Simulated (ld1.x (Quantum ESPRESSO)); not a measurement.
# Which change was made? (Zr, TM)

```
Element                 : zirconium
Generator               : ld1.x (Quantum ESPRESSO) 7.5
Type                    : norm-conserving Troullier–Martins (Kleinman–Bylander form)
Functional              : PBE
Relativity              : non-relativistic
Frozen core             : [Ar] 3d10 4s2
Valence charge          : 10
Reference configuration : 4p6 4d2 5s1 5p0 (charge +1)
Partial waves           : 4p (bound): rc 1.35 bohr; 4d (bound): rc 2.20 bohr; 5s (bound): rc 3.30 bohr
Local potential         : the s channel
Core correction         : a·sin(br)/r model core, default radius (core density twice the valence density)
```

Cutoffs, loose and tight: the cutoffs (Ry, on a coarse ladder) from which the occupation-weighted sum of valence levels, in a spherical-Bessel basis at the reference potential, stays within 10 and 1 mRy of its value at 400 Ry. They do not see the model core or the augmentation charge, which bear on the density cutoff. Test errors are all-electron minus pseudo excitation energies from the reference, over the configurations 4p6 4d2 5s2 5p0; 4p6 4d2 5s0 5p0; 4p6 4d1 5s0 5p0; 4p6 4d2 5s1 5p1; 4p5 4d2 5s2 5p0; 4p6 4d0 5s0 5p0; 4p6 4d2.5 5s1.5 5p0; variants that change the core or the reference have their own tests.

The base gives: outcome: generated; cutoff, loose: 55 Ry; cutoff, tight: 100 Ry; bound ghosts: none; largest test error (meV): -491.

Q: After one change the result is: outcome: generated; cutoff, loose: 55 Ry; cutoff, tight: 100 Ry; bound ghosts: s; largest test error (meV): -217. Which change was it?
A. type ultrasoft; waves now 5s (bound): rcut 2.85, rcutus 3.30 bohr; 5s channel at 3.2 Ry: rcut 2.85, rcutus 3.30 bohr; 4p (bound): rc 1.35 bohr; 5p (bound): rc 1.35 bohr; 4d (bound): rcut 1.90, rcutus 2.20 bohr; 4d channel at -0.05 Ry: rcut 1.90, rcutus 2.20 bohr; local potential all-electron potential smoothed inside 2.30 bohr (lloc = -1); augmentation PSQ, inside the norm-conserving radii
B. core [Kr], valence charge 4; reference 4d2 5s2 5p0; waves now 5s (bound): rc 3.25 bohr; 4d (bound): rc 2.30 bohr; 5p (bound): rc 4.20 bohr; local potential the p channel; core correction none
C. all radii but the core radius scaled by about 1.42 (s 4.68, p 1.92, d 3.12 bohr)
D. wave 4p (bound): rc 1.35 bohr becomes 4p (bound): rc 1.54 bohr
E. reference 4p6 4d2 5s2 5p0

A: A. The others give: core [Kr], valence charge 4; reference 4d2 5s2 5p0; waves now 5s (bound): rc 3.25 bohr; 4d (bound): rc 2.30 bohr; 5p (bound): rc 4.20 bohr; local potential the p channel; core correction none → outcome: generated; cutoff, loose: 30 Ry; cutoff, tight: 35 Ry; bound ghosts: none; largest test error (meV): +283 | all radii but the core radius scaled by about 1.42 (s 4.68, p 1.92, d 3.12 bohr) → outcome: generated; cutoff, loose: 30 Ry; cutoff, tight: 40 Ry; bound ghosts: none; largest test error (meV): -462 | wave 4p (bound): rc 1.35 bohr becomes 4p (bound): rc 1.54 bohr → outcome: generated; cutoff, loose: 45 Ry; cutoff, tight: 90 Ry; bound ghosts: none; largest test error (meV): -491 | reference 4p6 4d2 5s2 5p0 → outcome: generated; cutoff, loose: 55 Ry; cutoff, tight: 100 Ry; bound ghosts: none; largest test error (meV): -1148.
